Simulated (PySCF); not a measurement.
**Energy of V²⁺ (vanadium, charge +2) between two integer charges**

The 3d alpha orbital of [Ar] 3d3 is emptied in steps (occupation f), with all orbitals relaxed, ending at [Ar] 3d2. Computed with PySCF 2.14 in def2-TZVPPD (6s6p4d2f1g, 67 functions), with no relativity, point nucleus. The exact energy is a straight line in f; departures are measured from the line between the end points of the same method.

```
   f  BHandHLYP (eV)  wB97X (eV)  MN15 (eV)
   1           0.000       0.000      0.000
0.75          -0.567      -0.508     -0.827
 0.5          -0.763      -0.687     -1.112
0.25          -0.577      -0.521     -0.840
   0           0.000       0.000      0.000
```

Problem. For MN15, how does the orbital energy at f = 1 compare with the removal energy?

Solution. −ε = 25.305 eV against a total-energy difference of 29.671 eV. By Janak's theorem ε = ∂E/∂f, so the gap between them reflects the curvature. Along the path −ε is 27.436 (f = 0.75), 29.636 (f = 0.5), 31.889 (f = 0.25) eV.

```json
{"method": "BHandHLYP", "E(f=0) − E(f=1) (eV)": "29.852", "−ε at f=1 (eV)": "26.854", "−ε at f=0.5 (eV)": "29.826"}
{"method": "wB97X", "E(f=0) − E(f=1) (eV)": "29.686", "−ε at f=1 (eV)": "27.021", "−ε at f=0.5 (eV)": "29.650"}
{"method": "MN15", "E(f=0) − E(f=1) (eV)": "29.671", "−ε at f=1 (eV)": "25.305", "−ε at f=0.5 (eV)": "29.636"}
```

Reference removal energy between the ground levels: 29.311 eV (measured; NIST Atomic Spectra Database, ionization energies). The calculation has no spin-orbit coupling. The determinant left behind need not be the lowest term of the ion.
